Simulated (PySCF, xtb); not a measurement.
B(H)(OMe)(PH2) (CH6BOP), SMILES COBP.

xtb 6.7.1 with GFN2-xTB at its own geometry gives an orbital gap of 4.15 eV and a dipole moment of 2.13 D.

Coordinates come from a B3LYP-D3(BJ)/def2-SVP optimisation. Other conformers were not sampled.

What does r2SCAN/def2-TZVP run with PySCF give? (Estimate from the structure and the level; the computed values follow.)

gap 5.09 eV (levels -6.31 and -1.22 eV), dipole 1.67 D.
